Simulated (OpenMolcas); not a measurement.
AlBNH4F: a line through the functionals

The species is AlBNH4F (8 atoms), meant as a singlet with charge 0. As SMILES, `[NH2][AlH][BH]F`. The coordinates come from a PBE0-D4/def2-TZVP relaxation. This is one conformer, not always the lowest.

The HOMO–LUMO gap y, in eV, basis def2-SVPD; a is the functional's share of exact exchange. Programs: OpenMolcas 26.06.

| functional | program | a | y (eV) |
| --- | --- | --- | --- |
| BLYP | OpenMolcas | 0 | 3.04 |
| r2SCAN | OpenMolcas | 0 | 3.46 |
| B3LYP | OpenMolcas | 0.2 | 4.75 |
| PBE0 | OpenMolcas | 0.25 | ? |
| BHLYP | OpenMolcas | 0.5 | 7.26 |

**Question.** Fit y = c + s·a to the known rows and predict PBE0.

**Answer.** 
1. Means of the 4 rows: a = 0.1750, y = 4.627.
2. Σ(Δa)² = 0.1675, Σ(Δa·Δy) = 1.3407, so the slope is 1.3407/0.1675 = 8.0042.
3. Intercept: 4.627 − (8.0042) × 0.1750 = 3.226. The largest residual of the fit is 0.23.
4. PBE0: 3.226 + (8.0042) × 0.25 = 5.23 eV.

The run gave 5.12 eV, so the prediction is off by +0.11 eV, within the largest residual. Exact exchange lowers occupied levels and raises empty ones. The rows mix families of semi-local functionals, which the line can't see.
